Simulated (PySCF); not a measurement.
A side-by-side comparison of computed properties.

First species: CH11NSi3.
SMILES: `C[SiH2][Si@@H](N)[SiH3]`

Second species: C3H9FSSi.
InChI=1S/C3H9FSSi/c1-3(5-2)6-4/h3H,6H2,1-2H3/t3-/m1/s1

Levels: CAM-B3LYP/def2-SVPD for dipole moment, HOMO energy, LUMO energy, HOMO–LUMO gap, static isotropic polarisability and electronic spatial extent ⟨r²⟩ about the centre of nuclear charge; TDDFT CAM-B3LYP/def2-SVPD for lowest singlet excitation; TDA CAM-B3LYP/def2-SVPD for lowest triplet excitation (Tamm–Dancoff); GFN2-xTB for rotational constant A and rotational constant C. Geometries: GFN2-xTB. Each structure is a single optimised conformer of the isolated species, non-relativistic unless stated. Electronic properties by PySCF.

Dipoles, sizes and rotational constants follow the conformer. The torsions of the flexible species, by atom-mapped SMILES:
- `[CH3:1][SiH2:2][Si@@H:3]([NH2:4])[SiH3:5]`: C1–Si2–Si3–N4 -65°, H–N4–Si3–Si2 -48°, H–N4–Si3–Si2 174°
- `[CH3:1][S:2][C@@H:3]([CH3:4])[SiH2:5][F:6]`: C1–S2–C3–C4 74°, S2–C3–Si5–F6 178°

Values for the first species:

* Dipole moment: 1.22 D
* HOMO energy: -8.65 eV
* LUMO energy: 0.40 eV
* HOMO–LUMO gap: 9.05 eV
* Lowest singlet excitation: 5.68 eV
* Lowest triplet excitation (Tamm–Dancoff): 5.31 eV
* Static isotropic polarisability: 107.5 au
* Electronic spatial extent ⟨r²⟩ about the centre of nuclear charge: 1198 bohr²
* Rotational constant A: 2.917 GHz
* Rotational constant C: 1.126 GHz

(1) Estimate the same properties for the second species, and the change in each.

Answers

(1) 
```
                                                         property       first      second  second less first
                                                    dipole moment      1.22 D      1.92 D            +0.70 D
                                                      HOMO energy    -8.65 eV    -7.90 eV           +0.75 eV
                                                      LUMO energy     0.40 eV     0.69 eV           +0.29 eV
                                                    HOMO–LUMO gap     9.05 eV     8.59 eV           -0.46 eV
                                        lowest singlet excitation     5.68 eV     5.26 eV           -0.42 eV
                         lowest triplet excitation (Tamm–Dancoff)     5.31 eV     4.86 eV           -0.45 eV
                                  static isotropic polarisability    107.5 au     83.0 au           -24.5 au
electronic spatial extent ⟨r²⟩ about the centre of nuclear charge  1198 bohr²  1150 bohr²          -48 bohr²
                                            rotational constant A   2.917 GHz   4.709 GHz         +1.792 GHz
                                            rotational constant C   1.126 GHz   1.020 GHz         -0.106 GHz
```

On the first: In wavenumbers S1 is 45900 cm⁻¹ (1 eV = 8065.54 cm⁻¹). S1 lies 3.37 eV below the HOMO–LUMO gap; its leading configuration is HOMO→LUMO, weight 0.86.

On the second: In wavenumbers S1 is 42400 cm⁻¹ (1 eV = 8065.54 cm⁻¹). The polarisability is 12.30 Å³ as a volume (1 au = 0.148185 Å³), or 1.26 au for each of the 66 electrons.
